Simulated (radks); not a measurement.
The manganese ion Mn+, 24 electrons, occupied as [Ar] 3d5 4s1 (the NIST ground configuration). Calculated with a radial shooting solver on a logarithmic mesh with Libxc functionals: Dirac Kohn-Sham, PBE, spin-unpolarised, spherical densities, point nucleus; open shells are shared between the two j in proportion to 2j + 1.

Unscreened Slater integrals over Kohn-Sham orbitals (eV). Large and small components are both included.

F0(4s1/2,4s1/2): 8.7412
F0(4s1/2,3d5/2): 10.934
G2(4s1/2,3d5/2): 1.5287
F0(4s1/2,3d3/2): 10.940
G2(4s1/2,3d3/2): 1.5154
F0(4s1/2,3p3/2): 11.258
G1(4s1/2,3p3/2): 0.68111
F0(3d5/2,3d5/2): 21.443
F2(3d5/2,3d5/2): 9.6962
F4(3d5/2,3d5/2): 5.9906
F0(3d5/2,3d3/2): 21.492
F2(3d5/2,3d3/2): 9.7188
G2(3d5/2,3d3/2): 9.7126
G4(3d5/2,3d3/2): 6.0012
F0(3d5/2,3p3/2): 23.888
F2(3d5/2,3p3/2): 11.097
G1(3d5/2,3p3/2): 13.776
G3(3d5/2,3p3/2): 8.2843
F0(3d3/2,3d3/2): 21.540
F2(3d3/2,3d3/2): 9.7417
F0(3d3/2,3p3/2): 23.948
F2(3d3/2,3p3/2): 11.130
G1(3d3/2,3p3/2): 13.813
G3(3d3/2,3p3/2): 8.3079
F0(3p3/2,3p3/2): 27.118
F2(3p3/2,3p3/2): 13.554
